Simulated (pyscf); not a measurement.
`[CH3][CH2][O-]`, singlet

Gas-phase minimum from PySCF at ωB97X-D3(BJ)/def2-SVPD, one conformer. 

```xyz
8

C      0.1462    -0.3489     0.4158
C     -1.0551    -1.1079     1.0439
O     -0.7098    -2.0251     1.9558
H     -0.1767     0.4020    -0.3348
H      0.7152     0.1631     1.2111
H      0.8248    -1.0709    -0.0705
H     -1.6369    -1.5227     0.1559
H     -1.7459    -0.2907     1.4364
```
Charge -1, spin multiplicity 1.

Bond lengths (Å): C1–C2 1.554, C1–H4 1.110, C1–H5 1.104, C1–H6 1.104, C2–O3 1.339, C2–H7 1.140, C2–H8 1.140. Angles (°): C2–C1–H4 112.3, C2–C1–H5 109.5, C2–C1–H6 109.5, H4–C1–H5 108.9, H4–C1–H6 108.9, H5–C1–H6 107.7, C1–C2–O3 114.2, C1–C2–H7 104.9, C1–C2–H8 104.9, O3–C2–H7 114.4, O3–C2–H8 114.4, H7–C2–H8 102.7.

Properties at ωB97X-D3(BJ)/def2-SVPD:

```yaml
harmonic_wavenumbers_unscaled: 272, 434, 778, 855, 1050, 1166, 1227, 1270, 1324, 1380, 1437, 1455, 1475, 2592, 2646, 2979, 3070, 3100 cm⁻¹
zero_point_energy: 40.8 kcal/mol
rotational_symmetry_number: 1
Entropy of this conformer at 298 K and 1 atm, rigid rotor and harmonic oscillator, modes under 100 cm⁻¹ raised to 100: 261.9 J/(mol K)
dipole_moment: depends on origin
```

Single-point totals, which compare only within one level (frozen core for MP2 and CC):

```
level                    total energy (hartree)
-----------------------  ----------------------
ωB97X-D3(BJ)/def2-TZVPD              -154.54476
PBE/def2-TZVPD                       -154.30209
r²SCAN/def2-TZVPD                    -154.39904
B3LYP-D3(BJ)/def2-TZVPD              -154.50484
PBE0-D3(BJ)/def2-TZVPD               -154.30932
M06-2X/def2-TZVPD                    -154.41163
ωB97M-D3(BJ)/def2-TZVPD              -154.52258
HF/def2-TZVPPD                       -153.51539
MP2/def2-TZVPPD                      -154.13752
CCSD/def2-TZVPPD                     -154.15804
CCSD(T)/def2-TZVPPD                  -154.18490
```

The CCSD(T) − MP2 part came from Ansatz, without density fitting, on the same reference.
